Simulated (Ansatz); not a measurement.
`C[SiH](N)[GeH3]` + `C1C[SiH2]1` → `[GeH3][CH]1C[SiH2]1` + `C[SiH2]N` at 298.15 K and 1 bar (formal exchange of groups at a Ge–Si bond).

Computed with Ansatz on PBE0-D4/def2-TZVP structures; ΔE is electronic, products minus reactants. CBS: MP2 limit from def2 TZ/QZ plus the TZ coupled-cluster correction, frozen cores. For Ge outer-core shells are correlated without core-valence functions, which leaves a few kJ/mol of doubt a bond. Scalar relativity is left out up to krypton. Each species was taken in one conformer, which may not be the lowest.

```json
{"species": "`C[SiH](N)[GeH3]`", "CCSD(T)/CBS energy (Eh)": "-2463.40010", "H − E (kJ/mol)": "274.1", "S (J/(mol·K))": "378.2"}
{"species": "`C1C[SiH2]1`", "CCSD(T)/CBS energy (Eh)": "-368.74760", "H − E (kJ/mol)": "196.0", "S (J/(mol·K))": "266.1"}
{"species": "`[GeH3][CH]1C[SiH2]1`", "CCSD(T)/CBS energy (Eh)": "-2446.06013", "H − E (kJ/mol)": "238.6", "S (J/(mol·K))": "339.3"}
{"species": "`C[SiH2]N`", "CCSD(T)/CBS energy (Eh)": "-386.08232", "H − E (kJ/mol)": "225.7", "S (J/(mol·K))": "304.4"}
```

H − E and S are ideal-gas, rigid-rotor, harmonic terms from PBE0-D4/def2-TZVP, for one conformer and one mirror image of each species. 1 Eh = 2625.50 kJ/mol, R = 8.31446 J/(mol·K).

Question: By hand: ΔE, ΔH, ΔS and ΔG.

Answer: ΔE = (-2446.06013) + (-386.08232) − (-2463.40010) − (-368.74760) = 0.00525 Eh = 13.8 kJ/mol. Δ(H − E) = 238.6 + 225.7 − 274.1 − 196.0 = -5.8, so ΔH = 8.0 kJ/mol. ΔS = 339.3 + 304.4 − 378.2 − 266.1 = -0.6 J/(mol·K). ΔG = 8.0 − 298.15 × (-0.6)/1000 = 8.2 kJ/mol.

Question: By hand: the equilibrium constant, and the temperature at which ΔG would vanish if ΔH and ΔS stayed fixed.

Answer: log₁₀ K = −ΔG/(RT ln 10) = -1.4. ΔH and −TΔS have one sign here, so there is no such temperature. One of them is within its doubt of zero, so this could turn.

The number of gas molecules stays the same, so ΔS is small and ΔH decides. A doubt of 5 kJ/mol in ΔE shifts log₁₀ K by 0.9 here. Other conformers and mirror images would add mixing entropy, several J/(mol·K) or more a flexible species. These are equilibria of isolated gas molecules and say nothing of rates. Largest T1 diagnostic: 0.011 (customary marks: 0.02 for closed shells, 0.045 for open ones).
